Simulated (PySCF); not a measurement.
MgClBr, SMILES [Cl][Mg][Br].

Geometry optimised at B3LYP-D3(BJ)/def2-TZVP.

All values below come from TDA-ωB97X/def2-SVPD run with PySCF.

Vertical excitations; the highest root listed may be one member of a degenerate set. The molecule is in vacuum. State labels are in the subgroup C2v.

| state | symmetry | energy (eV) | λ (nm) | f | main pairs |
|---|---|---|---|---|---|
| S1 | B1 | 5.89 | 210 | 0.040 | HOMO−1→LUMO (degenerate set) |
| S2 | B2 | 5.89 | 210 | 0.040 | HOMO→LUMO (degenerate set) |
| S3 | B1 | 6.46 | 192 | 0.072 | HOMO−3→LUMO (degenerate set) |
| S4 | B2 | 6.46 | 192 | 0.072 | HOMO−2→LUMO (degenerate set) |
| S5 | A1 | 7.12 | 174 | 0.135 | HOMO−4→LUMO 73 % |
| S6 | A2 | 7.31 | 170 | 0.000 | HOMO−1→LUMO+2, HOMO→LUMO+1, HOMO−1→LUMO+5, HOMO→LUMO+4 (degenerate set) |
| S7 | A1 | 7.31 | 170 | 0.000 | HOMO−1→LUMO+1, HOMO→LUMO+2, HOMO→LUMO+5, HOMO−1→LUMO+4 (degenerate set) |
| S8 | A2 | 7.32 | 169 | 0.000 | HOMO→LUMO+1 40 %, HOMO−1→LUMO+2 40 %, HOMO→LUMO+4 8 %, HOMO−1→LUMO+5 8 % |
| S9 | A1 | 7.84 | 158 | 0.066 | HOMO−5→LUMO 62 %, HOMO−2→LUMO+2 10 %, HOMO−3→LUMO+1 10 % |
| S10 | A2 | 7.89 | 157 | 0.000 | HOMO−2→LUMO+1 41 %, HOMO−3→LUMO+2 41 %, HOMO−2→LUMO+4 7 %, HOMO−3→LUMO+5 7 % |
| T1 | B1 | 5.74 | 216 | 0 | HOMO−1→LUMO (degenerate set) |
| T2 | B2 | 5.74 | 216 | 0 | HOMO→LUMO (degenerate set) |
| T3 | B2 | 6.34 | 196 | 0 | HOMO−2→LUMO (degenerate set) |
| T4 | B1 | 6.34 | 196 | 0 | HOMO−3→LUMO (degenerate set) |
Triplets are in the Tamm–Dancoff approximation.
